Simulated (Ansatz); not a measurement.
`[OH][Nb]([OH])([OH])([OH])[F]` and `[OH][Nb]([OH])([OH])([F])[F]` differ in one atom or group.

Ansatz, PBE0-D4/def2-TZVP geometries, multiplicity 1. Each molecule was computed in one conformer, which needn't be the lowest.

Elements past krypton have def2 core potentials.

```csv
property,`[OH][Nb]([OH])([OH])([OH])[F]`
LUMO energy (PBE/def2-TZVPP) / eV,-2.72
zero-point energy (PBE0-D4/def2-TZVP) / kJ/mol,144.4
LUMO energy (B3LYP/def2-TZVPP) / eV,-2.18
size of the dipole moment (B3LYP/def2-TZVPP) / D,3.05
"ideal-gas entropy at 298 K and 1 bar (rigid rotor, harmonic PBE0-D4/def2-TZVP) / J/(mol·K)",399
HOMO energy (ωB97M-V/def2-TZVPP) / eV,-11.48
```

**Question.** What does the change do to each property? (An estimate is asked.)

**Answer.** The calculation gave: 
| property | `[OH][Nb]([OH])([OH])([F])[F]` | shift |
| --- | --- | --- |
| LUMO energy (PBE/def2-TZVPP) / eV | -2.91 | -0.19 |
| zero-point energy (PBE0-D4/def2-TZVP) / kJ/mol | 116.8 | -27.6 |
| LUMO energy (B3LYP/def2-TZVPP) / eV | -2.40 | -0.22 |
| size of the dipole moment (B3LYP/def2-TZVPP) / D | 3.30 | 0.25 |
| ideal-gas entropy at 298 K and 1 bar (rigid rotor, harmonic PBE0-D4/def2-TZVP) / J/(mol·K) | 386 | -13 |
| HOMO energy (ωB97M-V/def2-TZVPP) / eV | -11.99 | -0.51 |

With PBE0 the HOMO falls by 0.50 eV and the LUMO falls by 0.22 eV, so the gap widens by about 0.28 eV. PBE moves the HOMO by -0.47 eV and ωB97M-V by -0.51 eV. The zero-point energy changes by -27.6 kJ/mol with -3 modes. Dipoles are sizes alone; their direction can turn.

Positive LUMOs are unbound, so they and the gaps depend on the basis.

B3LYP here is the variant with VWN-RPA as its local correlation; programs differ in this.
